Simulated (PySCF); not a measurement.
Si(H)(Me)(SH)2 (CH6S2Si), SMILES C[SiH](S)S.

Coordinates come from a B3LYP-D3(BJ)/def2-SVP optimisation. The values are those of a single conformer.

These are PBE/def2-TZVP run with PySCF values and carry that method's errors.

Isolated molecule, no solvent.

The total energy comes out as -1127.16077 hartree. The highest occupied level is -6.12 eV, the lowest empty level is -0.81 eV and the orbital gap is 5.30 eV. The dipole moment comes out as 1.53 D. The quadrupole, principal values (traceless, Buckingham form, about the centre of nuclear charge) is -5.53, 0.89, 4.64 D·Å. The mean static polarisability comes out as 78.7 bohr³ (11.66 Å³). The polarisability, principal values comes out as 64.8, 80.3, 90.9 bohr³.
